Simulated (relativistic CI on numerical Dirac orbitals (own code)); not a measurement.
**One change at a time: Sc IV**

Base calculation: Dirac-Coulomb-Breit CI, separate exchange-only KLI orbitals for each configuration, QED by a radiative potential, valence Slater integrals scaled by 0.85, P86 correlation energy added to each configuration.

Configurations in the expansion (outside the closed core [Ne]): 3s2.3p6, 3s2.3p5.3d, 3s.3p6.3d, 3s2.3p5.4s, 3s2.3p5.4p, 3s2.3p5.4d, 3s2.3p5.5s, 3s2.3p5.5p, 3s2.3p5.4f, 3s2.3p5.5d, 3s2.3p5.5f, 3s2.3p5.5g, 3s.3p6.4s, 3p6.3d2, 3p5.3d3, 3p5.3d2.4s, 3p5.3d2.4p, 3p5.3d2.4d, 3p5.3d2.5s. Double excitations out of closed p, d and f shells are left out; levels of such configurations are missing from the list, as are those of other unlisted configurations, and high levels can miss mixing partners. These lack a partner that the ground configuration has and come out too high: 3s2.3p5.5p, 3s2.3p5.4f, 3s2.3p5.5d, 3s2.3p5.5f, 3s2.3p5.5g.

The lowest level and the first level of each name with at least 55 % of one term (blank where a level has no safe partner in the second run):

```
           Level  Base (cm⁻¹)  Shift (cm⁻¹)
    3s2.3p6 1S_0            0             0
3s2.3p5.3d 3P°_0       240774         +2452
3s2.3p5.3d 3P°_1       241447         +2441
3s2.3p5.3d 3P°_2       242844         +2420
3s2.3p5.3d 3F°_4       250580         +1331
3s2.3p5.3d 3F°_3       252019         +1306
3s2.3p5.3d 3F°_2       253349         +1310
3s2.3p5.3d 3D°_3       268071          -706
3s2.3p5.3d 1D°_2       268569          -636
3s2.3p5.3d 3D°_1       269545          -666
3s2.3p5.3d 3D°_2       269865          -654
3s2.3p5.3d 1F°_3       271090          -779
3s2.3p5.4s 3P°_2       336432          +179
3s2.3p5.4s 3P°_1       337885          +835
```

Correlation outside the listed configurations is missing or only estimated: errors of thousands of cm⁻¹ between configurations and terms are usual at this charge. Rates and lifetimes follow the computed energies and can be off by large factors. The fine structure of a lone outer electron comes out too small, for d and f at times inverted, and misplaced configurations move strength between like terms. 47 of the 69 excited levels that our extract of the measured tables holds in this range could be paired (the sources list more); they are missed by 6808 cm⁻¹ on average and 61018 at most, and levels without a partner can miss by more.

Problem. One thing was changed in a second run, which moved the levels as shown. Which?
A. no correlation estimate
B. non-relativistic limit
C. QED terms removed
D. configuration mixing switched off
E. Breit term removed
F. valence Slater integrals scaled by 0.75

Solution. F. Valence Slater integrals scaled by 0.75. Scaling acts on the splittings between terms and on the mixing, and leaves the fine structure of pure LS terms nearly alone; in jj coupling it moves the levels of one term differently.

LS names give the leading component of a level, which can be under half, so a name can repeat, a term be missing and a line seem to break the LS rules.
